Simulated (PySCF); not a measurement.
## `C=Cc1[pH]ccc1C` in a uniform electric field

Species: C₇H₉P.
Geometry (GFN2-xTB, Å), atoms numbered from 1 in this order:
```xyz
17
C7H9P angstrom
C     -2.392   -1.554   -0.278
C     -1.679   -0.431   -0.295
C     -0.275   -0.369    0.020
P      0.685   -1.863    0.440
C      2.177   -0.856    0.521
C      1.885    0.454    0.417
C      0.503    0.747    0.130
C      0.070    2.167   -0.031
H     -3.437   -1.574   -0.532
H     -1.939   -2.493    0.001
H     -2.156    0.501   -0.573
H      0.868   -2.307   -0.872
H      3.149   -1.264    0.738
H      2.613    1.246    0.511
H      0.616    2.631   -0.854
H     -0.994    2.251   -0.229
H      0.299    2.727    0.876
```

Level: CAM-B3LYP/def2-SVPD (PySCF); nuclei fixed, core orbitals frozen in the response. Permanent dipole (0.408, 1.224, -0.529) D (1 au = 2.5417 D). Static polarisability (au):

```
x   129.93  15.45  11.02
y    15.45 126.92  -0.27
z    11.02  -0.27  71.20
```

Only the terms in μ and α are kept: μ(F) = μ + αF and ΔE = −μ·F − ½ F·αF.

(1) What do fields of 0.103 V/Å (0.002 au) along the six axis directions do?

(2) For the field (-0.0002, 0.0018, -0.0002) au, what is the induced dipole, and what angle does it make with the field?

(3) At what field along the permanent dipole would the induced dipole along it equal the permanent one, in this linear picture?

(4) What field makes μF equal to kT at 298 K?

(5) Induction energy −ᾱe²/2R⁴ of a unit charge at 12 Å, the molecule taken as a point?

Results:

(1) 
```tsv
field along	induced x (D)	induced y (D)	induced z (D)	total size (D)	−μ·F (kJ/mol)	−½F·αF (kJ/mol)
+x	0.660	0.079	0.056	1.750	-0.843	-0.682
−x	-0.660	-0.079	-0.056	1.311	+0.843	-0.682
+y	0.079	0.645	-0.001	2.003	-2.529	-0.666
−y	-0.079	-0.645	0.001	0.850	+2.529	-0.666
+z	0.056	-0.001	0.362	1.318	+1.093	-0.374
−z	-0.056	0.001	-0.362	1.555	-1.093	-0.374
```

(2) αF = (-0.001, 0.573, -0.043) D, at 6.5° to the field. The polarisability along this direction, F·αF/F², is 123.26 au, against a mean of 109.35 au.

(3) The polarisability along the dipole is 124.83 au, so F = 0.5486 au / 124.83 au = 0.0044 au = 0.23 V/Å; higher-order terms are ignored.

(4) kT = 0.9437 × 10⁻³ Eh, so F = 0.00172 au = 8.85 MV/cm.

(5) R = 22.68 bohr, so the energy is −109.4/(2 × 22.68⁴) Eh = -0.543 kJ/mol. The charge–dipole term at its most favourable orientation, −μe/R², is -2.8 kJ/mol.

The structure is a single GFN2-xTB conformer in the gas phase; no vibrational or solvent corrections.

The run behind these numbers computed excited states as well. The run took 52 s (with the writing of density and orbital grids) on an Arm Neoverse V2 with one thread, shared host with 192 logical CPUs at a one-minute load of 50, and the process peaked at 1.1 GiB of memory.
